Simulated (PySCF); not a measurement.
C4H11B.
Numbering: `[BH2:1][C:2]([CH3:3])([CH3:4])[CH3:5]` (hydrogens: H6, H7 on B1; H8, H9, H10 on C3; H11, H12, H13 on C4; H14, H15, H16 on C5)

Structure used (PBE0-D3(BJ)/def2-SVP), in Å, numbered top down from 1:
```xyz
16
C4H11B angstrom
B     -1.186    1.293    0.661
C     -0.286    0.175    0.040
C     -1.376   -0.516   -0.817
C      0.824    0.696   -0.872
C      0.269   -0.821    1.058
H     -1.814    1.081    1.676
H     -1.354    2.343    0.078
H     -0.923   -1.365   -1.359
H     -2.198   -0.922   -0.206
H     -1.808    0.160   -1.574
H      1.598    1.228   -0.296
H      0.433    1.397   -1.626
H      1.322   -0.132   -1.405
H      0.764   -1.670    0.554
H     -0.528   -1.228    1.700
H      1.015   -0.348    1.715
```

Theory: core-valence-separated Tamm–Dancoff BHandHLYP/aug-pcX-1 (pcseg-1 on H) in PySCF, non-relativistic, gas phase, PBE0-D3(BJ)/def2-SVP geometry. No shift to experiment was applied.

Task: Give energies, oscillator strengths and core holes at the B K edge.

Result: 
```
E (eV)       f  core hole on                 main final orbital
185.38  0.0909            B1                        LUMO (75 %)
190.85  0.0078            B1                      LUMO+1 (55 %)
191.33  0.0211            B1                      LUMO+2 (60 %)
191.56  0.0008            B1                      LUMO+3 (58 %)
191.69  0.0059            B1                      LUMO+4 (49 %)
192.24  0.0130            B1  LUMO+5/LUMO+7 (2 roots, f summed)
```

The first line with a tenth or more of the strongest one's intensity is at 185.38 eV (f = 0.091), with the hole on B1 (three-coordinate boron). It is also the strongest listed.

Task: List the carbon K-edge absorption lines.

Result: 
```
E (eV)       f  core hole on                 main final orbital
283.76  0.0016            C2                        LUMO (89 %)
284.52  0.0031            C3                        LUMO (90 %)
284.68  0.0074         C4/C5           LUMO (2 roots, f summed)
285.28  0.0239         C4/C5         LUMO+1 (2 roots, f summed)
285.64  0.0161            C3                      LUMO+1 (60 %)
286.07  0.0006            C2                      LUMO+1 (94 %)
286.13  0.0597         C4/C5         spread (2 roots, f summed)
286.26  0.0561         C4/C5         spread (2 roots, f summed)
286.37  0.0622            C3  LUMO+2/LUMO+7 (2 roots, f summed)
286.73  0.0010         C4/C5         spread (2 roots, f summed)
286.77  0.0152            C2  LUMO+2/LUMO+4 (2 roots, f summed)
286.96  0.0029            C2                      LUMO+3 (56 %)
```

The first line with a tenth or more of the strongest one's intensity is at 284.68 eV (f = 0.007, sum of 2), with the hole on C4/C5 (methyl carbon). The strongest listed is at 286.37 eV (f = 0.062, sum of 2; C3).

Roots within 0.03 eV whose holes lie on the same, on equivalent or on shared atoms are summed into one line, and the highest roots are left out, as the search may have cut off their partners. Final orbitals are the ground state's empty Kohn–Sham orbitals.

Task: What is the summed oscillator strength of the listed B K lines, and their intensity-weighted mean energy?

Result: Σf = 0.139 over 6 lines from 185.38 to 192.24 eV; the weighted mean is 187.53 eV. The strongest line holds 65 % of the sum.

Only the lowest roots of each edge were sought.
